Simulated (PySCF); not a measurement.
C2H7AlFN. Atoms are numbered in the order given.

```xyz
12

Al    -0.0745     0.5604     0.0000
F     -1.0622     1.9111     0.0000
C     -0.8438    -1.2334     0.0000
C      0.1801    -2.3806     0.0000
H     -1.5154    -1.3163    -0.8747
H     -1.5154    -1.3163     0.8747
H      0.8361    -2.3432     0.8859
H      0.8361    -2.3432    -0.8859
H     -0.3042    -3.3719     0.0000
N      1.6691     0.8559     0.0000
H      2.1113     1.7702     0.0000
H      2.3776     0.1285     0.0000
```
Charge 0, spin multiplicity 1.

The structure is a stationary point at B3LYP-D3(BJ)/def2-SVP. The structure was generated by enumeration; whether it is a known compound was not checked. Other conformers were not sampled.

All values below come from PBE/def2-TZVP run with PySCF.

Atomic charges (e):

```tsv
atom	Mulliken	meta-Löwdin
Al1	0.60	1.03
F2	-0.34	-0.52
C3	-0.37	-0.50
C4	-0.37	-0.33
H5	0.13	0.13
H6	0.13	0.13
H7	0.12	0.11
H8	0.12	0.11
H9	0.12	0.11
N10	-0.59	-0.73
H11	0.23	0.24
H12	0.23	0.24
```
